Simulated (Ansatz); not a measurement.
# Related reaction energies, level by level

Each structure stands at its B3LYP-D3(BJ)/def2-TZVP stationary point, reached from a drawn start (curvature not checked).

(1), H7NSi2 (SMILES [SiH3]N[SiH3]) (charge 0, multiplicity 1, Z-matrix in Å and degrees):
```
N
H 1 1.0120
Si 1 1.7300 2 115.20
Si 1 1.7300 2 115.20 3 -175.81
H 3 1.4786 1 107.44 2 171.60
H 4 1.4786 1 107.44 2 -171.60
H 4 1.4834 6 110.02 1 -120.46
H 3 1.4834 5 110.02 1 120.46
H 4 1.4851 6 108.83 7 -117.19
H 3 1.4851 5 108.83 8 117.19
```

(2), SiH4 (SMILES [SiH4]) (charge 0, multiplicity 1):
| atom | x (Å) | y (Å) | z (Å) |
|---|---|---|---|
| Si | 0.0000 | 0.0000 | 0.0000 |
| H | -0.1691 | 1.2235 | -0.8159 |
| H | -0.7440 | 0.1479 | 1.2712 |
| H | 1.4371 | -0.2048 | 0.2903 |
| H | -0.5240 | -1.1666 | -0.7455 |

(3), H6NSi2 (SMILES [SiH3][N][SiH3]) (charge 0, multiplicity 2, Z-matrix in Å and degrees):
```
N
Si 1 1.7206
Si 1 1.7206 2 139.70
H 2 1.4820 1 108.54 3 137.78
H 3 1.4820 1 108.54 2 -137.76
H 2 1.4856 4 108.89 1 126.19
H 3 1.4856 5 108.89 1 -126.19
H 3 1.4858 5 109.42 7 -118.95
H 2 1.4858 4 109.42 6 118.95
```

(4), H3Si (SMILES [SiH3]) (charge 0, multiplicity 2):
| atom | x (Å) | y (Å) | z (Å) |
|---|---|---|---|
| Si | -0.0019 | 0.0004 | 0.3413 |
| H | -0.5684 | 1.2914 | -0.1184 |
| H | 1.4036 | -0.1531 | -0.1058 |
| H | -0.8333 | -1.1387 | -0.1170 |

(5): H atom, charge 0, multiplicity 2.

(6), H9NSi3 (SMILES [SiH3]N([SiH3])[SiH3]) (charge 0, multiplicity 1, Z-matrix in Å and degrees):
```
N
Si 1 1.7445
Si 1 1.7445 2 119.79
Si 1 1.7445 2 119.79 3 170.82
H 4 1.4796 1 108.99 2 34.33
H 4 1.4796 5 110.38 1 -119.66
H 2 1.4796 1 108.99 3 34.34
H 3 1.4796 1 108.99 2 -34.32
H 2 1.4796 7 110.38 1 -119.66
H 3 1.4796 8 110.38 1 119.66
H 3 1.4841 8 108.21 10 118.23
H 2 1.4841 7 108.21 9 -118.23
H 4 1.4841 5 108.21 6 -118.23
```

(7), H2 (SMILES [H][H]) (charge 0, multiplicity 1):
```csv
atom,x (Å),y (Å),z (Å)
H,0.0000,0.0000,0.3720
H,0.0000,0.0000,-0.3720
```

| step | quantity | PBE/def2-TZVPP (eV) | r2SCAN/def2-TZVPP (eV) | PBE0/def2-TZVPP (eV) | wB97M-V/def2-TZVPP (eV) | CCSD(T)/cc-pV(T+d)Z (eV) |
|---|---|---|---|---|---|---|
| (1) + (4) → (2) + (3) | reaction energy | 0.834 | 0.803 | 0.886 | 0.833 | 0.912 |
| (1) → (3) + (5) | reaction energy | 4.784 | 4.796 | 4.867 | 5.051 | 5.041 |
| (1) + (2) → (6) + (7) | reaction energy | -0.193 | -0.301 | -0.194 | -0.319 | -0.329 |
| (3) + (4) → (6) | reaction energy | -4.385 | -4.425 | -4.513 | -4.878 | -4.800 |

Right side less left side. No zero-point or thermal terms; singlets are restricted closed shells; open shells are unrestricted.

Frozen-core correlation throughout.

The values were computed with Ansatz (Gaussian orbitals). No computed number here is a measurement.

At CCSD(T)/cc-pV(T+d)Z the steps run from -4.800 ((3) + (4) → (6)) to 5.041 eV ((1) → (3) + (5)); 2 of 4 are downhill as written. PBE/def2-TZVPP, r2SCAN/def2-TZVPP, PBE0/def2-TZVPP, wB97M-V/def2-TZVPP give the same order. Counted from CCSD(T)/cc-pV(T+d)Z, which is the highest level that all steps share and no exact value, the absolute differences over these 4 steps have mean and median 0.222 and 0.197 (PBE/def2-TZVPP), 0.189 and 0.177 (r2SCAN/def2-TZVPP), 0.155 and 0.155 (PBE0/def2-TZVPP), 0.044 and 0.044 (wB97M-V/def2-TZVPP) eV; wB97M-V/def2-TZVPP lies nearest by the mean. PBE/def2-TZVPP is furthest off for (3) + (4) → (6), by 0.415 eV.

The steps were written down ahead of the runs, not picked by their results: 4 of 4 stand here.

Ansatz is a quantum-chemistry and plane-wave program.
